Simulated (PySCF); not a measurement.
# ZnPb at ROHF

Computed with ROHF; PySCF, scalar-relativistic core potentials, basis sets Zn def2-SVP, Pb def2-SVP with ECP60.

| Property | Result |
| --- | --- |
| state | ³Σ⁻ (triplet), unpaired electrons π ↑↑ |
| bond length | 3.141 Å |
| harmonic wavenumber | 58.9 cm⁻¹ |
| force constant | 0.100 mdyn/Å |
| rotational constant Be | 0.03493 cm⁻¹ |
| anharmonicity ωexe | 0.890 cm⁻¹ |
| vibration–rotation constant αe | 0.000506 cm⁻¹ |
| well depth De to Zn + Pb | 2.6 kcal/mol |
| dissociation energy D0 | 2.5 kcal/mol |
| bond order (Mayer) | 0.37 |
| dipole moment (positive dipole means Zn(−)Pb(+)) | -2.18 D |

These are scalar-relativistic numbers at best; spin–orbit coupling would shift them, the dissociation energy most. Hartree–Fock leaves out correlation, which carries a large part of most bond energies and some tenths to 1 eV of ionisation energies. The state was picked by a PBE0 search and need not be the measured ground state.
